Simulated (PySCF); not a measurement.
## LDA on P⁺ (phosphorus, charge +1)

Configuration: [Ne] 3s2 3p2, high-spin 3P determinant. Calculation: PySCF 2.14, in cc-pV(T+d)Z (5s4p3d1f, 39 functions); the non-relativistic Hamiltonian (point nucleus).

* Total energy: -339.6058 hartree
* One-electron energy: -465.6027 hartree
* Hartree (Coulomb) energy: 147.5551 hartree
* Exchange-correlation energy: -21.5581 hartree
* Kinetic energy: 339.35312 hartree
* ⟨S²⟩: 2.0015
* ⟨L²⟩: 2.009
* Sum of ⟨r⟩: 12.07 bohr
* Sum of ⟨r²⟩: 20.80 bohr²
* Traceless quadrupole moment −½Σ⟨3z² − r²⟩ along its main axis: 1.95 e·bohr²
* Density at the nucleus (Gaussians lack the cusp): 2150 bohr⁻³
* Spin density at the nucleus: 0.0593 bohr⁻³
* Langevin diamagnetic susceptibility: -16.5 ×10⁻⁶ cm³/mol
* Time after the integrals: 0.08 s of wall time on 1 thread of Intel(R) Xeon(R) Platinum 8559C (shared host)

```json
{"shell": "1s α", "electrons": "1", "mean orbital energy (eV)": "-2081.2", "spread (eV)": "0", "rms radius, mean of both spins (bohr)": "0.121"}
{"shell": "1s β", "electrons": "1", "mean orbital energy (eV)": "-2080.9", "spread (eV)": "0", "rms radius, mean of both spins (bohr)": "0.121"}
{"shell": "2s α", "electrons": "1", "mean orbital energy (eV)": "-182.97", "spread (eV)": "0", "rms radius, mean of both spins (bohr)": "0.572"}
{"shell": "2s β", "electrons": "1", "mean orbital energy (eV)": "-182.66", "spread (eV)": "0", "rms radius, mean of both spins (bohr)": "0.572"}
{"shell": "2p α", "electrons": "3", "mean orbital energy (eV)": "-135.39", "spread (eV)": "0.302", "rms radius, mean of both spins (bohr)": "0.545"}
{"shell": "2p β", "electrons": "3", "mean orbital energy (eV)": "-135.01", "spread (eV)": "0.540", "rms radius, mean of both spins (bohr)": "0.545"}
{"shell": "3s α", "electrons": "1", "mean orbital energy (eV)": "-23.941", "spread (eV)": "0", "rms radius, mean of both spins (bohr)": "1.97"}
{"shell": "3s β", "electrons": "1", "mean orbital energy (eV)": "-22.060", "spread (eV)": "0", "rms radius, mean of both spins (bohr)": "1.97"}
{"shell": "3p α", "electrons": "2", "mean orbital energy (eV)": "-14.928", "spread (eV)": "0", "rms radius, mean of both spins (bohr)": "2.30"}
```
